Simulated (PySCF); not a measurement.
C6H8, SMILES C([C@@H](C=C)C)#C.

Geometry: PBE-D3(BJ)/def2-SVP. The structure was generated by enumeration; whether it is a known compound was not checked. One conformer was computed; it need not be the lowest.

These are PySCF with PBE-D3(BJ)/def2-SVP values and carry that method's errors.

Frequencies are harmonic and unscaled.

```tsv
mode	ν (cm⁻¹)	IR (km/mol)	moving atoms (share of kinetic energy)
1	81	0.0	C 70 %, H 30 %
2	170	0.4	C 69 %, H 31 %
3	196	1.4	C 68 %, H 32 %
4	239	0.1	H 93 %
5	300	0.4	H 51 %, C 49 %
6	384	2.6	C 70 %, H 30 %
7	488	7.1	C 82 %, H 18 %
8	530	1.4	C 80 %, H 20 %
9	640	35.8	H 79 %, C 21 %
10	648	36.6	H 79 %, C 21 %
11	669	15.9	H 52 %, C 48 %
12	798	0.5	C 57 %, H 43 %
13	900	33.0	H 72 %, C 28 %
14	903	3.6	H 54 %, C 46 %
15	945	6.3	H 80 %, C 20 %
16	988	11.3	H 90 %, C 10 %
17	1051	1.2	C 76 %, H 24 %
18	1062	5.3	H 58 %, C 42 %
19	1147	0.8	C 58 %, H 42 %
20	1230	3.8	H 73 %, C 27 %
21	1256	4.7	H 75 %, C 25 %
22	1269	7.1	H 70 %, C 30 %
23	1332	1.7	H 81 %, C 19 %
24	1377	3.9	H 84 %, C 16 %
25	1413	7.7	H 97 %
26	1419	1.8	H 95 %
27	1672	8.8	C 89 %, H 11 %
28	2161	4.6	C 91 %, H 9 %
29	2958	7.8	H 92 %
30	2978	19.3	H 97 %
31	3067	7.4	H 95 %
32	3075	11.6	H 91 %, C 9 %
33	3080	14.1	H 90 %, C 10 %
34	3082	5.1	H 91 %, C 9 %
35	3168	8.1	H 89 %, C 11 %
36	3409	71.1	H 86 %, C 14 %
```
